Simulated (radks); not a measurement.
Problem. Ionisation of the caesium ion Cs+, [Xe], to [Kr] 4d10 5s2 5p5 as the strength of local exchange is varied. Method: scalar-relativistic Kohn-Sham, Slater X-alpha exchange (alpha = 2/3 is LDA exchange), no correlation, spin-polarised, spherical densities, finite nucleus; Fermi nuclear charge, rms radius 4.8041 fm; computed with a radial shooting solver on a logarithmic mesh with Libxc functionals.

| alpha | E(Cs+) (hartree) | exchange (hartree) | IE (eV) | -e of the level emptied (eV) | <r> of it (bohr) |
|---|---|---|---|---|---|
| 0.667 | -7775.2188 | -180.5125 | 22.225 | 17.485 (5p) | 2.084 |
| 0.691 | -7781.7346 | -187.1547 | 22.554 | 17.803 (5p) | 2.075 |
| 0.776 | -7804.8528 | -210.7608 | 23.738 | 18.951 (5p) | 2.044 |
| 0.914 | -7842.5225 | -249.3577 | 25.720 | 20.881 (5p) | 1.998 |
| x | -7767.0812 | -172.2242 | 21.817 | 17.091 (5p) | 2.095 |

Which alpha was used in the last row?

Solution. alpha = 0.637. NIST Atomic Spectra Database: 23.157 eV (measured). The Delta-SCF value meets it near alpha = 0.73. Open shells are spherical and high-spin; term and fine-structure splittings are not resolved. Spin-orbit splitting is averaged out at the scalar-relativistic level.
